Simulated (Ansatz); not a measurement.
Breaking the Ge1–S2 bond in GeS (multiplicity 1 held). Energies count from the point at 2.028 Å.


R- and RO- levels are restricted; in cc, def2 and unpolarised 6-31G sets they are followed outwards from rest. Unrestricted levels (U-) break spin symmetry where that is lower. Active spaces are followed from rest. Curves can end on different states.

Correlated levels freeze the cores. Filled d and f shells under p-block atoms count as core.

Programs: Ansatz (an electronic-structure program). 

```json
[
 {"level": "R-HF/def2-SVP", "energy at R = 8.114 Å (eV)": "7.148"},
 {"level": "R-MP2/def2-SVP", "energy at R = 8.114 Å (eV)": "8.652"},
 {"level": "U-MP2/def2-SVP", "energy at R = 8.114 Å (eV)": "5.269"},
 {"level": "R-SCS-MP2/def2-SVP", "energy at R = 8.114 Å (eV)": "8.258"},
 {"level": "U-SCS-MP2/def2-SVP", "energy at R = 8.114 Å (eV)": "5.122"},
 {"level": "U-CCSD/def2-SVP", "energy at R = 8.114 Å (eV)": "[?]"},
 {"level": "FIC-NEVPT4(SD) on CASSCF(10,8)/def2-SVP", "energy at R = 8.114 Å (eV)": "5.123"},
 {"level": "FIC-MRCISD on CASSCF(10,8)/def2-SVP", "energy at R = 8.114 Å (eV)": "5.142"},
 {"level": "FIC-MRCISD+Q on CASSCF(10,8)/def2-SVP", "energy at R = 8.114 Å (eV)": "5.127"}
]
```

Q: Some entries are withheld; supply them.

A: 
- U-CCSD/def2-SVP, energy at R = 8.114 Å (eV): 4.861

Doubts at one or more of the structures used: a restricted determinant that unrestricted orbitals would lower (R-HF/def2-SVP, R-MP2/def2-SVP, R-SCS-MP2/def2-SVP); a spin-contaminated determinant (U-MP2/def2-SVP, U-SCS-MP2/def2-SVP, U-CCSD/def2-SVP).
